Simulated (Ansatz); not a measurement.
## Relaxing a trial structure of AlBrH4NSi

The starting geometry of this gas-phase doublet was optimised with GFN2-xTB.

```xyz
8

Al    0.4816   -3.0436   -0.2697
Br   -1.1895   -4.5308   -0.5532
N     0.2476   -1.4664    0.6203
Si    0.1567   -0.5552   -0.8482
H     0.2510   -0.9906    1.5124
H    -1.1255    0.1049   -1.1275
H     1.2749    0.3518   -1.1323
H     1.8872   -3.6198   -0.4639
```

Task: Predict what becomes of its bonds when it is optimised with B3LYP-D3(BJ)/def2-SVP.

Result: A bond breaks, leaving `[SiH2][NH][AlH][Br]`. Contacts that open: Al1–Si4 (2.58 → 3.21 Å).

The energy falls by 0.76 eV over 23 steps:

| step | E − E(last) (eV) |
| --- | --- |
| 1 | 0.760 |
| 3 | 0.540 |
| 6 | 0.343 |
| 8 | 0.243 |
| 11 | 0.097 |
| 13 | 0.048 |
| 16 | 0.007 |
| 18 | 0.003 |
| 21 | 0.000 |
| 23 | 0.000 |

Final geometry (Å):

```yaml
atoms:
  - { symbol: Al, position_ang: [0.5841, -3.1447, -0.1040] }
  - { symbol: Br, position_ang: [-0.4913, -4.9138, 0.8186] }
  - { symbol: N, position_ang: [-0.3388, -1.6173, -0.2364] }
  - { symbol: Si, position_ang: [0.1102, -0.0913, -0.9721] }
  - { symbol: H, position_ang: [-1.2990, -1.6432, 0.1102] }
  - { symbol: H, position_ang: [-0.2342, 1.0593, -0.0690] }
  - { symbol: H, position_ang: [1.5899, -0.1380, -1.2018] }
  - { symbol: H, position_ang: [2.0631, -3.2607, -0.6075] }
```

No frequencies were run, so the end isn't proven a minimum. Open shells are spin-unrestricted. Run with Ansatz 0.2.0, 100 s on 2 threads of Arm Neoverse V1, with other jobs on the host.
